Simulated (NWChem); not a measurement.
CHBrClF; SMILES Cl[C@@H](Br)F

Computed with NWChem. All runs use the structure optimised with B3LYP/6-31G* (spherical d). Ions are spin-unrestricted doublets at the neutral geometry; other ion states weren't tried. Functional: LC-ωPBE (HJS hole) with def2-SVP; rows give the range parameter ω in 1/bohr.

| range parameter (1/bohr) | vertical ionisation energy, ΔSCF (eV) | −ε(HOMO) (eV) | ΔSCF minus −ε(HOMO) (eV) |
|---|---|---|---|
| 0.10 | (withheld) | (withheld) | (withheld) |
| 0.15 | 11.00 | 9.19 | 1.81 |
| 0.20 | 11.15 | 9.77 | 1.38 |
| 0.40 | 12.19 | 11.34 | 0.85 |
| 0.80 | 12.78 | 12.49 | 0.29 |

Fill in the missing entries.


- 0.10, vertical ionisation energy, ΔSCF (eV): 10.88
- 0.10, −ε(HOMO) (eV): 8.53
- 0.10, ΔSCF minus −ε(HOMO) (eV): 2.35
